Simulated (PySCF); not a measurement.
PySCF input file for Be(I)(OMe) (CH3BeIO), SMILES C[O][Be][I], C-PCM-M06-2X/def2-SVP. Geometry optimised at PBE0-D3(BJ)/def2-SVP. The def2 effective core potentials stand for the cores of I; spin–orbit coupling is left out. Other conformers were not sampled.

```python
import numpy as np
from pyscf import gto, scf, dft
from pyscf.solvent import pcm

mol = gto.M(
    atom='''
    Be   -0.60172446   -0.23961153   -0.83704911
    I     0.63692909    0.25363030    0.88602170
    O    -1.39050740   -0.55371125   -1.93431222
    C    -2.17249152   -0.86510363   -3.02211761
    H    -2.25536853   -0.00475589   -3.70836314
    H    -1.74415647   -1.71056866   -3.58755349
    H    -3.19181090   -1.14832337   -2.70783375
    ''',
    basis='def2-SVP',
    ecp={'I': 'def2-svp'},
    charge=0,
    spin=0,
    max_memory=1600,
    verbose=3,
)
mf = dft.RKS(mol, xc='m06-2x').density_fit(auxbasis='def2-universal-jkfit')
mf.grids.level = 4
mf.conv_tol = 1e-9
mf.max_cycle = 100
mf.kernel()
res = {}
for name, eps in {'water': 78.355, 'chlorobenzene': 5.6968, 'toluene': 2.3741}.items():
    s = mf.PCM()
    s.with_solvent.method, s.with_solvent.eps, s.with_solvent.lebedev_order = 'C-PCM', eps, 29
    s.kernel(mf.make_rdm1())
    res[name] = (s.e_tot, eps, s.dip_moment(), s.mo_energy, s.converged)
    print(f'{name}: electrostatic solvation free energy {(s.e_tot - mf.e_tot) * 627.509474:.3f} kcal/mol')
```

It prints:

```
converged SCF energy = -427.457210957502

WARN: PCM is an experimental feature. It is still in testing.
Features and APIs may be changed in the future.

converged SCF energy = -427.463399239528
Dipole moment(X, Y, Z, Debye): -1.95955, -0.78044, -2.72550
water: electrostatic solvation free energy -3.883 kcal/mol

WARN: PCM is an experimental feature. It is still in testing.
Features and APIs may be changed in the future.

converged SCF energy = -427.46225503767
Dipole moment(X, Y, Z, Debye): -1.87886, -0.74827, -2.61335
chlorobenzene: electrostatic solvation free energy -3.165 kcal/mol

WARN: PCM is an experimental feature. It is still in testing.
Features and APIs may be changed in the future.

converged SCF energy = -427.460633178095
Dipole moment(X, Y, Z, Debye): -1.76840, -0.70425, -2.45981
toluene: electrostatic solvation free energy -2.147 kcal/mol
```

The run converged.

Cost: very roughly 80 core-seconds.
